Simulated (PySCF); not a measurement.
# Telling isomers of C7H9ClOSi apart by NMR

Computational details: GFN2-xTB structure, shielding tensors at PBE0/pcSseg-1 (GIAO), in PySCF (no relativistic terms, no solvent, one conformer, equivalent nuclei averaged).

Shifts are taken against calculated references (same method and geometry level): TMS for ¹H (31.72 ppm) and ¹³C (186.93 ppm). Where no couplings were computed, multiplicities follow the n + 1 count of equivalent neighbours, and m marks all less simple cases (inequivalent or close neighbours, rings, F or P nearby). Shifts are as computed. Against solution values, carbons near 30 ppm lie about +3 ppm off and those near 130 ppm about +5 ppm; carbons on Cl a further +6 ppm. Of 1309 compounds with measured shifts, 239 miss one by over three times the rms of a fit or turn the order of signals round; such compounds aren't used in these exercises. Carbons bonded to Cl come out too deshielded.

(1) Tabulate the signals of `[SiH3]OC1=CCC=C/C1=C\Cl`, `CO[SiH2]c1cccc(Cl)c1`, `CC1=CC=C(O[SiH3])/C1=C/Cl`, `O=C1C=C(C/C=C\Cl)C[SiH2]1` and their relative energies.

(2) What is the quickest way to tell CO[SiH2]c1cccc(Cl)c1 from CC1=CC=C(O[SiH3])/C1=C/Cl?

(3) What is the quickest way to tell [SiH3]OC1=CCC=C/C1=C\Cl from CC1=CC=C(O[SiH3])/C1=C/Cl?

(4) What is the quickest way to tell CO[SiH2]c1cccc(Cl)c1 from O=C1C=C(C/C=C\Cl)C[SiH2]1?

Results:

(1) 
```json
{"SMILES": "[SiH3]OC1=CCC=C/C1=C\\Cl", "carbon types": "2×C 4×CH 1×CH2", "δC": "154.9, 136.0, 135.0, 129.7, 126.0, 110.4, 34.1", "δH": "7.10 (d, 1H), 6.39 (s, 1H), 6.25 (m, 1H), 5.36 (t, 1H), 5.06 (s, 3H), 3.37 (m, 2H)", "E rel. (kcal/mol)": "30.8"}
{"SMILES": "CO[SiH2]c1cccc(Cl)c1", "carbon types": "2×C 4×CH 1×CH3", "δC": "144.9, 139.8, 138.6, 137.6, 136.1, 134.5, 54.3", "δH": "7.86 (d, 1H), 7.64 (m, 1H), 7.61 (m, 1H), 7.48 (s, 1H), 5.36 (s, 2H), 4.02 (s, 3H)", "E rel. (kcal/mol)": "0.0"}
{"SMILES": "CC1=CC=C(O[SiH3])/C1=C/Cl", "carbon types": "3×C 3×CH 1×CH3", "δC": "157.8, 147.4, 141.3, 135.4, 128.6, 106.7, 19.9", "δH": "7.21 (s, 1H), 6.09 (d, 1H), 5.18 (d, 1H), 5.02 (s, 3H), 2.32 (s, 3H)", "E rel. (kcal/mol)": "35.5"}
{"SMILES": "O=C1C=C(C/C=C\\Cl)C[SiH2]1", "carbon types": "2×C 3×CH 2×CH2", "δC": "235.7, 183.4, 148.0, 137.4, 134.8, 41.4, 15.3", "δH": "6.44 (d, 1H), 6.41 (s, 1H), 5.87 (m, 1H), 4.09 (m, 2H), 3.61 (d, 2H), 1.90 (m, 2H)", "E rel. (kcal/mol)": "42.8"}
```

Energies are electronic energies at PBE0/pcSseg-1 on these geometries, without zero-point or thermal terms, each for the one conformer computed, which needn't be the lowest.

(2) Both give the same number of carbon signals, but DEPT or the intensities differ. The first has a methyl carbon bonded to O (CH3) at 54.3 ppm, the second an allylic methyl carbon (CH3) at 19.9 ppm. Their most deshielded carbons lie at 144.9 and 157.8 ppm. In the proton spectra the most deshielded non-exchanging signals are 7.86 (d, 1H) and 7.21 (s, 1H).

(3) Both give the same number of carbon signals, but DEPT or the intensities differ. The first has an allylic sp3 CH2 at 34.1 ppm, the second an allylic methyl carbon (CH3) at 19.9 ppm. Their most deshielded carbons lie at 154.9 and 157.8 ppm.

(4) Both give the same number of carbon signals, but DEPT or the intensities differ. The first has a methyl carbon bonded to O (CH3) at 54.3 ppm, the second a carbonyl carbon (C) at 235.7 ppm. Their most deshielded carbons lie at 144.9 and 235.7 ppm. In the proton spectra the most deshielded non-exchanging signals are 7.86 (d, 1H) and 6.44 (d, 1H).
